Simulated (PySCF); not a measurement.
BrClGe, neutral, multiplicity 1. Atoms are numbered in the order given.

```xyz
3

Ge     0.8056     0.5947     0.0000
Cl    -0.9147     1.9748     0.0000
Br    -0.2923    -1.5029     0.0000
```
Charge 0, spin multiplicity 1.

Geometry optimised at PBE-D3(BJ)/def2-TZVP.

Calculation: PBE-D3(BJ)/def2-TZVP (PySCF).

Frequencies are harmonic and unscaled.

| mode | ν (cm⁻¹) | IR (km/mol) | moving atoms (share of kinetic energy) |
|---|---|---|---|
| 1 | 122 | 0.7 | Cl 55 %, Br 28 %, Ge 17 % |
| 2 | 276 | 49.8 | Ge 55 %, Br 45 % |
| 3 | 379 | 71.4 | Cl 67 %, Ge 33 % |
